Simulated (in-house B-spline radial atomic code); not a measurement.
Computed with a B-spline radial atomic code. Model: two electrons, singlet ground state, non-relativistic, full CI in B-splines with partial waves to l = 8 (at full coupling up to 3e-4 hartree above the limit, correlation up to 0.6 % small), density held at that of full coupling by Lieb maximisation.

W(λ) is the mean repulsion in the state of coupling λ less the Hartree energy of the fixed density. Its start is exact exchange, its initial slope is twice the second-order Görling-Levy correlation energy, and its area from 0 to 1 is E_xc. A straight curve means weak, dynamic correlation, and a curve that drops fast and flattens means strong correlation.

Command:
```bash
python run_ac.py task.json out
```
Settings (lengths in bohr, energies in hartree):
```
potential              gauss
strength               2.43
lmax                   8
second                 12.9
```

Time taken, with all properties: 40 s on 1 thread of Intel(R) Xeon(R) Processor @ 2.30GHz (shared host).

**W = mean repulsion less Hartree energy, and W of three functionals.**

Given: confinement Gaussian well; well depth 2.43 hartree; well width 12.9 bohr; external potential -V exp(-r^2/w^2).

Computed: PBE exchange minus exact 11.718 millihartree; SCAN exchange minus exact 0.33373 millihartree.

```json
{"coupling": "0", "W xc (hartree)": "-0.27716", "W xc minus exchange (millihartree)": "0", "kinetic minus Kohn-Sham (millihartree)": "0", "LDA (PW92) W minus its exchange (millihartree)": "0", "PBE W minus its exchange (millihartree)": "0", "SCAN W minus its exchange (millihartree)": "0"}
{"coupling": "0.02", "W xc (hartree)": "?", "W xc minus exchange (millihartree)": "?", "kinetic minus Kohn-Sham (millihartree)": "?", "LDA (PW92) W minus its exchange (millihartree)": "?", "PBE W minus its exchange (millihartree)": "?", "SCAN W minus its exchange (millihartree)": "?"}
{"coupling": "0.05", "W xc (hartree)": "-0.28206", "W xc minus exchange (millihartree)": "-4.903", "kinetic minus Kohn-Sham (millihartree)": "0.12", "LDA (PW92) W minus its exchange (millihartree)": "-17.35", "PBE W minus its exchange (millihartree)": "-7.64", "SCAN W minus its exchange (millihartree)": "-4.49"}
{"coupling": "0.12", "W xc (hartree)": "-0.28826", "W xc minus exchange (millihartree)": "-11.105", "kinetic minus Kohn-Sham (millihartree)": "0.64", "LDA (PW92) W minus its exchange (millihartree)": "-30.98", "PBE W minus its exchange (millihartree)": "-16.09", "SCAN W minus its exchange (millihartree)": "-10.08"}
{"coupling": "0.25", "W xc (hartree)": "-0.29805", "W xc minus exchange (millihartree)": "-20.887", "kinetic minus Kohn-Sham (millihartree)": "2.43", "LDA (PW92) W minus its exchange (millihartree)": "-48.05", "PBE W minus its exchange (millihartree)": "-28.27", "SCAN W minus its exchange (millihartree)": "-18.96"}
{"coupling": "0.4", "W xc (hartree)": "-0.30712", "W xc minus exchange (millihartree)": "-29.961", "kinetic minus Kohn-Sham (millihartree)": "5.35", "LDA (PW92) W minus its exchange (millihartree)": "-61.88", "PBE W minus its exchange (millihartree)": "-39.07", "SCAN W minus its exchange (millihartree)": "-27.43"}
{"coupling": "0.6", "W xc (hartree)": "-0.31654", "W xc minus exchange (millihartree)": "-39.381", "kinetic minus Kohn-Sham (millihartree)": "10.02", "LDA (PW92) W minus its exchange (millihartree)": "-75.4", "PBE W minus its exchange (millihartree)": "-50.22", "SCAN W minus its exchange (millihartree)": "-36.6"}
{"coupling": "0.8", "W xc (hartree)": "-0.3238", "W xc minus exchange (millihartree)": "-46.642", "kinetic minus Kohn-Sham (millihartree)": "15.07", "LDA (PW92) W minus its exchange (millihartree)": "-85.64", "PBE W minus its exchange (millihartree)": "-58.96", "SCAN W minus its exchange (millihartree)": "-44"}
{"coupling": "1", "W xc (hartree)": "-0.32956", "W xc minus exchange (millihartree)": "-52.397", "kinetic minus Kohn-Sham (millihartree)": "20.23", "LDA (PW92) W minus its exchange (millihartree)": "-93.81", "PBE W minus its exchange (millihartree)": "-66.09", "SCAN W minus its exchange (millihartree)": "-50.11"}
{"coupling": "1.4", "W xc (hartree)": "-0.3381", "W xc minus exchange (millihartree)": "-60.944", "kinetic minus Kohn-Sham (millihartree)": "30.38", "LDA (PW92) W minus its exchange (millihartree)": "-106.22", "PBE W minus its exchange (millihartree)": "-77.14", "SCAN W minus its exchange (millihartree)": "-59.58"}
{"coupling": "2", "W xc (hartree)": "-0.34661", "W xc minus exchange (millihartree)": "-69.452", "kinetic minus Kohn-Sham (millihartree)": "44.66", "LDA (PW92) W minus its exchange (millihartree)": "-119.17", "PBE W minus its exchange (millihartree)": "-88.89", "SCAN W minus its exchange (millihartree)": "-69.42"}
{"coupling": "3", "W xc (hartree)": "-0.35526", "W xc minus exchange (millihartree)": "-78.106", "kinetic minus Kohn-Sham (millihartree)": "65.9", "LDA (PW92) W minus its exchange (millihartree)": "-133.2", "PBE W minus its exchange (millihartree)": "-101.82", "SCAN W minus its exchange (millihartree)": "-79.53"}
{"coupling": "4.5", "W xc (hartree)": "?", "W xc minus exchange (millihartree)": "?", "kinetic minus Kohn-Sham (millihartree)": "?", "LDA (PW92) W minus its exchange (millihartree)": "?", "PBE W minus its exchange (millihartree)": "?", "SCAN W minus its exchange (millihartree)": "?"}
{"coupling": "7", "W xc (hartree)": "-0.36964", "W xc minus exchange (millihartree)": "-92.483", "kinetic minus Kohn-Sham (millihartree)": "132.2", "LDA (PW92) W minus its exchange (millihartree)": "-158.93", "PBE W minus its exchange (millihartree)": "-125.94", "SCAN W minus its exchange (millihartree)": "-94.74"}
```

Q: What belongs in the row 0.02?

A: W xc (hartree): -0.27917; W xc minus exchange (millihartree): -2.012; kinetic minus Kohn-Sham (millihartree): 0.02; LDA (PW92) W minus its exchange (millihartree): -8.97; PBE W minus its exchange (millihartree): -3.31; SCAN W minus its exchange (millihartree): -1.86.

Q: What belongs in the row 4.5?

A: W xc (hartree): -0.36275; W xc minus exchange (millihartree): -85.586; kinetic minus Kohn-Sham (millihartree): 93.43; LDA (PW92) W minus its exchange (millihartree): -146.18; PBE W minus its exchange (millihartree): -113.93; SCAN W minus its exchange (millihartree): -87.89.

Q: What is the LDA exchange minus exact?

A: 39.673 millihartree.

**Energy parts, natural occupations and partial-wave weights.**

Computed: total energy -4.0928 hartree; exchange energy -0.27716 hartree; correlation energy -0.032164 hartree; initial slope twice GL2 -0.10229 hartree; Hartree energy 0.55432 hartree; Kohn-Sham kinetic 0.18534 hartree; Lieb Oxford ratio E_xc over LDA exchange 1.3025.

```tsv
natural	occupation of the shell (electrons)
s	1.8748
p	0.11709
s	0.0062526
d	0.0012451
p	?
f	0.00013417
```

Q: What belongs in the row p?

A: occupation of the shell (electrons): 0.00033237.

```json
{"wave": "s", "weight": "0.94054"}
{"wave": "p", "weight": "0.058718"}
{"wave": "d", "weight": "0.00064825"}
{"wave": "f", "weight": "?"}
{"wave": "g", "weight": "1.5754e-05"}
```

Q: What belongs in the row f?

A: weight: 7.376e-05.

Q: What is the kinetic part of the DFT correlation energy?

A: 0.020233 hartree.

Q: What is the kinetic part over minus potential part?

A: 0.38615.

Half-way to full coupling W has made 66 % of its drop, against 50 % for a straight line, and second-order (GL2) theory, half the initial slope, overshoots the correlation energy by about 59 %: a marked bend. Over couplings 0 to 1 the errors in E_xc come to about +8.4 millihartree for LDA, +2.4 millihartree for PBE, +2.5 millihartree for SCAN. In LDA and PBE the errors of exchange and correlation have opposite signs, so the sum is smaller than the larger of the two.
